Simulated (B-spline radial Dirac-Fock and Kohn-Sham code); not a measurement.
**Photoemission from Mn³⁺ at 13400 eV, detector at θ = 90°, φ = 0°**

System: manganese as Mn³⁺, [Ar] 3d4. These are calculated numbers from a B-spline atomic structure program; the model is Dirac-Hartree-Slater photoionisation with a Latter tail; cross sections with all multipoles, angular parameters from the dipole term and its interference with E2. Thresholds are orbital energies of the model. For linearly polarised light dσ/dΩ = σ/(4π) [1 + β P₂(cos θ) + (δ + γ cos²θ) sin θ cos φ], with θ from the polarisation vector and φ the angle between the beam and the projection of the electron momentum on the plane normal to the polarisation. The dipole factor is 1 + βP₂ and the non-dipole term is the rest of the bracket. Open shells are filled statistically over j.

Input file task.json (cfg lists n, l and occupation; rrms is the nuclear radius in fm):

```json
{"items": [{
  "Z": 25,
  "q": 3,
  "cfg": [[1, 0, 2], [2, 0, 2], [2, 1, 6], [3, 0, 2], [3, 1, 6], [3, 2, 4]],
  "A": 55,
  "rrms": 3.7057,
  "do": "xps",
  "hv": [51.7, 57.3, 80, 96.1, 131.0, 150, 151.0, 174.0, 192.0, 203.0, 229.0, 280.0, 288.0, 430.0, 582.0, 662.0, 800, 1000, 1350.0, 1930.0, 2000, 2790.0, 3240.0, 5414.7, 5740.0, 7630.0, 8047.8, 12000, 12300.0, 13400.0]
}]}
```

Run with: `python xray2_run.py task.json out`

```csv
subshell,threshold (eV),σ (kb),β,γ,δ,dipole factor,non-dipole term,dσ/dΩ (kb/sr)
1s,6550.3,5.51,2.00,1.68,0.000,0.000,0.000,≈ 0
2s,806.2,0.417,2.00,2.05,0.000,0.001,0.000,≈ 0
2p1/2,702.7,0.0575,0.59,1.52,0.289,0.707,+0.289,0.00456
2p3/2,691.8,0.105,0.55,1.48,0.293,0.723,+0.293,0.00852
3s,130.6,0.0605,2.00,2.09,0.000,0.001,0.000,≈ 0
3p1/2,99.87,0.00778,0.56,1.49,0.290,0.721,+0.290,0.000626
3p3/2,98.48,0.0142,0.52,1.45,0.294,0.738,+0.294,0.00117
3d3/2,48.63,5.90e-05,0.22,0.94,0.671,0.888,+0.671,7.31e-06
3d5/2,48.47,8.41e-05,0.24,0.96,0.672,0.879,+0.672,1.04e-05
```
